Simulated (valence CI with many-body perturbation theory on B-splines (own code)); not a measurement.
# Os⁵²⁺: calculated level list

Computed by relativistic CI+MBPT: six valence electrons over a frozen Dirac-Fock core [Ar], radial functions for each j: 7 s, 7 p, 8 d, 6 f, 4 g, 1 h, with the one-electron correlation potential Σ1, the two-electron term Σ2, the three-electron term Σ3, Breit, model QED; selected CI, second order for the rest, scaled by the run's own slope (own B-spline code, finite nucleus).

No measured spectrum was set against this ion. As an estimate, large intervals hold to a few tenths of a per cent, small ones and those within an open d or f shell to about a per cent. Core correlation moves these levels by up to 17000 cm⁻¹, and in measured spectra 5 to 20 % of such shifts remained as error; rates that hang on mixing are uncertain with them. Among the levels kept, up to 1100 cm⁻¹ of a level comes from second order outside the variational space, and about a tenth of that is noise between levels of different J, which matters for small intervals. The list stops below the first excitations out of the core. Only levels of the ground parity were solved; by the run's estimate the other parity begins above the list, which can be wrong where configurations are misplaced.

Levels 1 to 33 of 33, with energies above the lowest level, (3d3/2^4 3d5/2^2) J=4. "Leading %" is the weight of the configuration and term that name the level; weights of strongly mixed levels are sums over their largest components and can fall short, and the name can then belong to a minority configuration. In the jj column 3d3/2^4 stands for four electrons in 3d with j = 3/2. Lifetimes count E1, E2, E3, M1 and M2 decay at the calculated energies, and are blank where another channel may lead or the interval is too uncertain; long ones can be off by a factor of two.

```csv
No.,Configuration,Term,J,E (eV),Leading %,Lifetime,g,Leading jj
1,3d6,3F,4,0.00,41,,1.233,3d3/2^4 3d5/2^2 (98 %)
2,3d6,3P,2,8.09,39,44.0 s,1.256,3d3/2^4 3d5/2^2 (98 %)
3,3d6,3P,0,27.11,55,169 ms,,3d3/2^4 3d5/2^2 (94 %)
4,3d6,5D,3,72.35,60,195 ns,1.333,3d3/2^3 3d5/2^3 (98 %)
5,3d6,5D,4,73.59,45,220 ns,1.177,3d3/2^3 3d5/2^3 (98 %)
6,3d6,5D,1,77.46,46,175 ns,1.264,3d3/2^3 3d5/2^3 (98 %)
7,3d6,3H,6,81.54,66,16.4 ms,1.098,3d3/2^3 3d5/2^3 (100 %)
8,3d6,3G,5,81.67,61,1.01 μs,1.124,3d3/2^3 3d5/2^3 (100 %)
9,3d6,3F,2,88.94,47,332 ns,0.983,3d3/2^3 3d5/2^3 (98 %)
10,3d6,3D,3,90.45,32,518 ns,1.061,3d3/2^3 3d5/2^3 (99 %)
11,3d6,3P,0,99.86,65,,,3d3/2^3 3d5/2^3 (92 %)
12,3d6,1G,4,104.73,45,10.9 μs,1.046,3d3/2^3 3d5/2^3 (97 %)
13,3d6,3P,1,105.68,67,439 ns,1.216,3d3/2^3 3d5/2^3 (98 %)
14,3d6,3D,2,105.72,31,1.85 μs,1.113,3d3/2^3 3d5/2^3 (94 %)
15,3d6,3F,3,107.30,57,754 ns,1.055,3d3/2^3 3d5/2^3 (100 %)
16,3d6,5D,2,150.39,64,91.7 ns,1.430,3d3/2^2 3d5/2^4 (98 %)
17,3d6,5D,0,153.49,65,82.5 ns,,3d3/2^2 3d5/2^4 (98 %)
18,3d6,3H,4,156.46,42,115 ns,1.096,3d3/2^2 3d5/2^4 (99 %)
19,3d6,5D,3,159.87,32,123 ns,1.200,3d3/2^2 3d5/2^4 (96 %)
20,3d6,3H,5,160.74,61,200 ns,1.085,3d3/2^2 3d5/2^4 (100 %)
21,3d6,1I,6,164.01,66,341 ns,1.045,3d3/2^2 3d5/2^4 (100 %)
22,3d6,3F,3,167.90,42,180 ns,0.969,3d3/2^2 3d5/2^4 (99 %)
23,3d6,3D,1,170.30,50,147 ns,0.985,3d3/2^2 3d5/2^4 (97 %)
24,3d6,1G,4,172.17,50,239 ns,1.040,3d3/2^2 3d5/2^4 (98 %)
25,3d6,3F,2,173.71,35,205 ns,1.045,3d3/2^2 3d5/2^4 (97 %)
26,3d6,3F,2,185.82,66,133 ns,0.879,3d3/2^2 3d5/2^4 (98 %)
27,3d6,3F,4,190.63,62,211 ns,1.151,3d3/2^2 3d5/2^4 (99 %)
28,3d6,1D,2,208.82,78,228 ns,1.023,3d3/2^2 3d5/2^4 (97 %)
29,3d6,1S,0,227.27,80,163 ns,,3d3/2^2 3d5/2^4 (96 %)
30,3d6,3P,1,235.20,60,56.1 ns,1.490,3d3/2 3d5/2^5 (99 %)
31,3d6,1G,4,247.76,37,83.0 ns,1.025,3d3/2 3d5/2^5 (98 %)
32,3d6,3P,2,254.14,31,86.5 ns,1.176,3d3/2 3d5/2^5 (97 %)
33,3d6,3F,3,256.39,37,91.5 ns,1.059,3d3/2 3d5/2^5 (98 %)
```

The ionisation energy to 3d5 2D_5/2 of the next ion comes out as 4916.9 eV (NIST: 4917 ± 4 eV (theoretical)). All 33 levels together are meant to be complete up to 265.80 eV.
